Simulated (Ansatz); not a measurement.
The cluster Se6⁺, 6 atoms. Hardware: 4 threads of Arm Neoverse V1 on a shared host.

Correlated methods freeze 54 core orbitals; core or outer-core shells of Se are correlated, in sets that lack core-valence functions.

(1) How many basis functions does each of these Ansatz runs have, and roughly what does it cost? PBE-D4/def2-SVP, charge 1 doublet, energy and forces, from earlier orbitals; BHLYP-D4/def2-SVP, charge 1 doublet, energy, from earlier orbitals; MP2/def2-SVP, charge 1 doublet, energy, from earlier orbitals; r2SCAN-D4/def2-SVP, charge 1 doublet, energy, from earlier orbitals; PBE0-D4/def2-SVP, charge 1 doublet, relaxation, 12 steps; RPA@PBE/def2-SVP, charge 1 doublet, energy, from earlier orbitals; LDA (SPW92)/def2-SVP, charge 1 doublet, energy, from earlier orbitals; PBE-D4/def2-SVP, charge 1 doublet, energy with a search over starts; PBE0-D4/def2-SVP, charge 1 doublet, energy, from earlier orbitals.

## Answers

(1) Other jobs shared the machine, so times can vary by a factor of up to 3. A dash marks memory too small to be measured apart from the calling script's.

```csv
run,functions,fitting or Cholesky vectors,wall time,peak host memory (GiB)
"LDA (SPW92)/def2-SVP, charge 1 doublet, energy, from earlier orbitals",192,2076,3.2 s,–
"PBE-D4/def2-SVP, charge 1 doublet, energy and forces, from earlier orbitals",192,2076,7.5 s,–
"RPA@PBE/def2-SVP, charge 1 doublet, energy, from earlier orbitals",192,1842,18 s,0.8
"PBE0-D4/def2-SVP, charge 1 doublet, energy, from earlier orbitals",192,1842,18 s,1.3
"r2SCAN-D4/def2-SVP, charge 1 doublet, energy, from earlier orbitals",192,2076,19 s,0.55
"PBE-D4/def2-SVP, charge 1 doublet, energy with a search over starts",192,2076,22 s,0.77
"BHLYP-D4/def2-SVP, charge 1 doublet, energy, from earlier orbitals",192,1842,27 s,1.5
"MP2/def2-SVP, charge 1 doublet, energy, from earlier orbitals",192,1842,36 s,1.4
"PBE0-D4/def2-SVP, charge 1 doublet, relaxation, 12 steps",192,1972,3.1 min,1.5
```
